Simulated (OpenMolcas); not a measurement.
# Computed levels of neutral copper

```json
{
  "Program": "OpenMolcas",
  "Method": "CASSCF",
  "Basis": "ANO-RCC-VTZP [6s5p3d2f1g]",
  "Scalar Hamiltonian": "DKH2, point nucleus",
  "Active space": "11 electrons in 11 orbitals (3d 4s 4d)",
  "State averaging": "2S+1 = 2 even, 6 roots",
  "Spin-orbit coupling": "state interaction with AMFI integrals over the reference wave functions, term energies averaged over their components"
}
```

Spin-free terms above the lowest, with the occupations of the reference (each correlating shell added to its valence partner):

| Configuration | Term | E (eV) | Occupations |
| --- | --- | --- | --- |
| 3d10 4s | 2S | 0.0000 | 3d 10.00 4s 1.00 |
| 3d9 4s2 | 2D | 0.8672 | 3d 9.00 4s 2.00 |

With spin-orbit coupling, above the lowest level:

```tsv
Configuration	Term	J	E (eV)	Measured (eV)	Term weight %
3d10 4s	2S	1/2	0.0000	0.0000	100
3d9 4s2	2D	5/2	0.7649	1.3889	100
3d9 4s2	2D	3/2	1.0206	1.6422	100
```

Against the 2 measured excited levels shown (NIST Handbook of Basic Atomic Spectroscopic Data) the mean absolute deviation is 5000 cm-1; the largest miss in energy is 3d9 4s2 2D 5/2: computed 0.7649, measured 1.3889 eV (-44.9 %).

Without dynamic correlation excited terms often stand tens of per cent too high (terms of higher spin than the ground term too low), and those without a measured partner can miss by more than the paired ones. Active for correlation alone: 4d; no level in the range computed is led by a configuration that fills it, so any true level of that kind is missing. Measured partners are found by configuration, term and J. A level has none where our copy of the source lacks it or the pairing is in doubt (some pairs that miss far off the trend of their configuration count as doubtful), and it then counts in no deviation. Only configurations of the active space appear. The first state left out of the spin-orbit step lies near 320000 cm-1 above the lowest spin-free state of the reference (among the parities and spins computed), and the list stops at four fifths of that energy or lower.

The term weight is that of the spin-free term in the level, not the purity of its configuration.
